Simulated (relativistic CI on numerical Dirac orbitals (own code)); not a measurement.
**Co4+ in a cubic cluster: 1s photoemission with charge transfer**

Computed with a charge-transfer multiplet model of a cubic metal-ligand cluster with up to 3 ligand holes, Slater and spin-orbit integrals from Dirac-Coulomb-Breit ions, Slater integrals scaled by 0.8. The ground state mixes d5 with configurations of k ligand holes L, whose averages lie at kΔ + k(k − 1)U_dd/2; a core hole lowers each added d electron by U_cd. 20 K, Lorentzian 1.1 eV and Gaussian 0.6 eV FWHM.

Atomic integrals in eV (Slater integrals scaled, ζ unscaled), ground: F2dd 10.866, F4dd 6.824, zeta_d 0.080; with the core hole: F2dd 12.134, F4dd 7.648, zeta_d 0.111, G2cd 0.073.

Cluster parameters (eV): Δ = -2, U_dd = 7.1, U_cd = 9.2, 10Dq(ligand) = 0.7, V(eg) = 3.05, V(t2g) = -1.39, final-state hopping factor = 1.

| Case | n_d | d5 | d6L | d7L2 | d8L3 | S |
| --- | --- | --- | --- | --- | --- | --- |
| 10Dq = 1.2 eV | 6.11 | 0.18 | 0.55 | 0.24 | 0.02 | 0.57 |
| 10Dq = 2.1 eV | 6.07 | 0.20 | 0.55 | 0.23 | 0.02 | 0.51 |
| 10Dq = 3 eV | 6.04 | 0.21 | 0.55 | 0.22 | 0.02 | 0.51 |

Weights, n_d and S are thermal averages at 20 K. Binding energies count from the first peak over 30 % of the highest in each spectrum, which can be another peak from case to case. The parameters are a model scan and need not match a compound or its usual spin state. Peaks in eV (height, largest 100):
- 10Dq = 1.2 eV: 0.0 (100), 11.8 (30)
- 10Dq = 2.1 eV: 0.0 (100), 12.0 (29)
- 10Dq = 3 eV: 0.0 (100), 12.0 (26)

For the case 10Dq = 2.1 eV, Δ = -2 eV is smaller than U_dd = 7.1 eV, the charge-transfer side of the Zaanen-Sawatzky-Allen scheme (negative Δ: between configuration averages a ligand hole costs less than the nominal valence; multiplet and field energies can change this for the lowest states). With the core hole the average of the configuration with one ligand hole lies at Δ − U_cd = -11.2 eV before mixing: it lies below the unscreened one, so the lowest final states are mostly screened and the unscreened weight appears at higher binding energy as a satellite.
